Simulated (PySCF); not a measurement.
SMILES C(=C/C=C)/O (C₄H₆O) (GFN2-xTB optimised geometry):

```
11

C      1.876    -0.620     0.000
C      0.546    -0.620     0.000
C     -0.254     0.583     0.000
C     -1.590     0.633     0.004
O     -2.446    -0.411     0.010
H      2.437     0.300     0.002
H      2.446    -1.532     0.001
H      0.025    -1.572     0.000
H      0.286     1.517    -0.003
H     -2.125     1.572     0.004
H     -1.950    -1.240     0.012
```

Level of theory: B3LYP/def2-TZVP in PySCF.

Problem. What are the frontier orbital energies and the dipole moment?

Solution. HOMO-2 -9.78 eV, HOMO-1 -8.67 eV, HOMO -6.01 eV, LUMO -0.80 eV, LUMO+1 0.50 eV; dipole moment 0.64 D.

Meta-Löwdin charges at B3LYP/def2-TZVP: C1 -0.27, C2 -0.10, C3 -0.21, C4 0.10, O5 -0.45, H6 0.12, H7 0.12, H8 0.09, H9 0.12, H10 0.13, H11 0.34.
